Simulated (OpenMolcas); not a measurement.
Potential curves of GaSi: spin-free states

Computed with OpenMolcas 26.06: state-averaged CASSCF(7,8) over Ga 4s 4p, Si 3s 3p, XMS-CASPT2 (IPEA 0.25, imaginary shift 0.2 hartree), scalar X2C, ANO-RCC-VTZP, then RASSI spin–orbit state interaction with atomic mean-field integrals. C2 symmetry about the axis (a holds Σ, Δ, Γ; b holds Π, Φ, H; Σ⁺ and Σ⁻ are not told apart); roots by multiplicity and irrep: 4a 5, 2a 7, 2b 8, 4b 2.

XMS-CASPT2 energies in eV from the lowest point. Curves are followed by energy order within each symmetry, so they are adiabatic and may change character at avoided crossings; Σ⁺ and Σ⁻ are counted together.

| R (Å) | (1)4Σ | (1)2Σ | (2)2Σ | (1)4Δ | (1)4Π | (3)2Σ | (3)4Σ |
| --- | --- | --- | --- | --- | --- | --- | --- |
| 2.095 | 0.548 | 1.281 | 1.895 | 4.224 | 3.071 | 4.203 | 4.351 |
| 2.217 | 0.177 | 0.920 | 1.478 | 3.503 | 2.788 | 3.534 | 3.619 |
| 2.326 | 0.030 | 0.783 | 1.304 | 3.082 | 2.619 | 3.140 | 3.188 |
| 2.436 | 0.000 | 0.767 | 1.252 | 2.811 | 2.522 | 2.883 | 2.908 |
| 2.558 | 0.053 | 0.837 | 1.289 | 2.628 | 2.469 | 2.711 | 2.862 |
| 2.680 | 0.166 | 0.961 | 1.387 | 2.524 | 2.452 | 2.614 | 2.852 |
| 2.850 | 0.377 | 1.177 | 1.577 | 2.459 | 2.451 | 2.549 | 2.814 |
| 3.069 | 0.691 | 1.466 | 1.846 | 2.440 | 2.462 | 2.520 | 2.750 |
| 3.410 | 1.183 | 1.855 | 2.201 | 2.461 | 2.489 | 2.513 | 2.685 |
| 3.898 | 1.773 | 2.205 | 2.445 | 2.513 | 2.504 | 2.534 | 2.657 |

(1) With masses 68.926 and 27.977 u, fit the curves (1)4Σ, (1)2Σ, (2)2Σ near their minima.

Left out for impure symmetry, kinks or missing points, though low: (1)2Π, (1)2Δ, (2)2Π, (2)4Σ, (3)2Π, (4)2Σ, (1)2Φ, (2)2Δ, (4)2Π. Only roots inside an energy window near the equilibrium distance were included, so the list of states is not complete; labels number the states computed. Each spin and symmetry block has orbitals of its own, averaged over its own roots, so gaps between blocks are less sure than gaps within one and near the minimum can be off by tenths of an eV, in bad cases by more. No Rydberg orbitals are active, so Rydberg states, and σ→σ* states whose orbital the CASSCF left unused, can be missing between those listed. CASPT2 splits the two components of degenerate states numerically, here by up to 128 cm⁻¹. Points that failed a check (symmetry, reference weights, a jump) are left out.

## Answers

(1) At XMS-CASPT2, Te from the lowest curve (the fit fixes ωe to a per cent or two; the method's Re and ωe can be off by some per cent):

| curve | Te (cm⁻¹) | Re (Å) | ωe (cm⁻¹) |
| --- | --- | --- | --- |
| (1)4Σ | 0 | 2.418 | 302.9 |
| (1)2Σ | 6160 | 2.399 | 317.6 |
| (2)2Σ | 10110 | 2.443 | 297.3 |
